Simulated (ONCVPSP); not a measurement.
**What one change does to a pseudopotential (barium, ONCV)**

Ba, optimised norm-conserving Vanderbilt (ONCV), made with ONCVPSP 4.0.1 (PBE, scalar-relativistic). Core [Kr] 4d10, reference 5s2 5p6 6s2. Waves: 5s+6s: rc 3.10 bohr, ncon 3, nbas 7, qcut 4.4 1/bohr, 2 projectors; 5p: rc 2.85 bohr, ncon 4, nbas 7, qcut 5.3 1/bohr, 1 projector; d scattering state at 0.04 Ha: rc 3.35 bohr, ncon 4, nbas 7, qcut 3.1 1/bohr, 2 projectors, debl 1.2 Ha. Local part: polynomial inside 1.85 bohr (lpopt 5, dvloc0 0 Ha). Core correction: Teter function, fcfact 3.75, rcfact 1.2.

In the d channel the program set the typed energies aside and used -0.074, 1.126 Ha.

Change: all radii but the core radius scaled by about 0.95 (s 2.94, p 2.70, d 3.18 bohr); local potential polynomial inside 1.76 bohr (lpopt 5, dvloc0 0 Ha). In the d channel the program set the typed energies aside and used 0.050, 1.250 Ha.

Cutoffs: the cutoffs (Ha) at which the residual kinetic energy of the hardest occupied pseudo-wave falls to 1 and 0.1 mHa per electron; they do not see the model core or the augmentation charge, which bear on the density cutoff. Errors are all-electron minus pseudo energies relative to the spin-unpolarised reference configuration.

Question: How do hardness, ghosts and transferability respond?

Answer: The potential gets harder (4.7 Ha and 8.6 Ha → 7.0 Ha and 9.8 Ha); the bound ghost in d disappears; the errors of the 4 common tests hardly move. A smaller radius makes the pseudo-wave follow the all-electron one further in, where it bends more sharply, so more plane waves are needed.

| quantity | base | changed |
| --- | --- | --- |
| cutoff, loose | 4.7 Ha | 7.0 Ha |
| cutoff, tight | 8.6 Ha | 9.8 Ha |
| loose cutoff by channel | s 4.7 Ha, p 4.4 Ha | s 5.2 Ha, p 7.0 Ha |
| bound ghosts | d | none |
| GHOST(+) flags under 300 eV | s at 41.6 eV | s at 40.1 eV |
| error for 5s2 5p6 6s1, meV [ΔE 5.36 eV] | -0.7 | -0.7 |
| error for 5s2 5p6 6s0, meV [ΔE 15.34 eV] | -2.8 | -3.1 |
| error for 5s2 5p6 6s1.5, meV [ΔE 2.14 eV] | -0.2 | -0.2 |
| error for 5s1 5p6 6s2, meV [ΔE 38.80 eV] | -187 | -167 |
| rms error of d²Exc/dni dnj with the model core, mHa | 0.42 | 0.38 |

 A true bound ghost makes a file unfit for plane-wave use even where its test errors are small: the radial tests pick states by their node count and pass the ghost by.
